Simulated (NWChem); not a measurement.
System: C2H3AlClNO; SMILES [CH3][Al]([Cl])[N]=C=O

NWChem input:

```
start job
memory heap 200 mb stack 900 mb global 1100 mb
geometry units angstroms noautosym nocenter noautoz
  Al     0.457633     0.515567    -0.000802
  Cl    -1.149024     1.869313     0.000377
  C      2.300872     1.091898    -0.000095
  H      2.839237     0.672693    -0.866009
  H      2.818895     0.727992     0.902682
  H      2.396081     2.187283    -0.031856
  N      0.021320    -1.204290    -0.000258
  C     -0.322662    -2.355634     0.000064
  O     -0.648208    -3.476853     0.000348
end
basis spherical
  Al library 6-31g*
  Cl library 6-31g*
  C library 6-31g*
  H library 6-31g*
  N library 6-31g*
  O library 6-31g*
end
dft
  xc b3lyp
  iterations 150
end
property
  shielding
  efieldgrad
end
task dft property
```

The geometry was optimised at PBE0/def2-SVP. B3LYP is NWChem's, with the RPA form of VWN correlation.

GIAO values for the isolated, static molecule; σ is the absolute isotropic shielding, δ = σ(reference) − σ with the isolated reference molecule computed at the same levels (13C: tetramethylsilane, 1H: tetramethylsilane, 15N: ammonia, 17O: water).

Atoms are numbered as in the input.

Give the results of this calculation. (B3LYP/6-31G* (spherical d), GIAO.) Quantities: σ Al1 (ppm); σ Cl2 (ppm); δ C3 (ppm); δ H4 (rotor mean) (ppm); δ N7 (ppm); δ C8 (ppm); δ O9 (ppm).


| Property | Value |
|---|---|
| σ Al1 (ppm) | 456.6 |
| σ Cl2 (ppm) | 924.4 |
| δ C3 (ppm) | -9.4 |
| δ H4 (rotor mean) (ppm) | -0.31 |
| δ N7 (ppm) | 45.4 |
| δ C8 (ppm) | 110.3 |
| δ O9 (ppm) | 107.0 |
